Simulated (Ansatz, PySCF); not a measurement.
Stepwise substitution at one centre (Al Br-H). All species are isolated molecules in the gas phase. Strings in code marks are SMILES.

Quantity: redistribution energy (mixed species minus the weighted end members), in eV.

Level 1: frozen-core MP2/cc-pVTZ // B3LYP-D3(BJ)/def2-TZVP (Ansatz, a first-principles code)
Level 2: B3LYP/6-31G* // B3LYP-D3(BJ)/def2-TZVP (PySCF)
Level 3: PBE/6-31G* // B3LYP-D3(BJ)/def2-TZVP (PySCF)
Level 4: HF/STO-3G // B3LYP-D3(BJ)/def2-TZVP (PySCF)

| species | level 2 | level 3 | level 4 |
|---|---|---|---|
| 2 of 3 Br replaced by H: `[AlH2][Br]` | -0.112 | -0.104 | -0.151 |
| 1 of 3 Br replaced by H: `[Br][AlH][Br]` | -0.122 | -0.117 | -0.136 |

Problem. What does level 1 give for each?

Solution. 
- 2 of 3 Br replaced by H: `[AlH2][Br]`: -0.072
- 1 of 3 Br replaced by H: `[Br][AlH][Br]`: -0.082
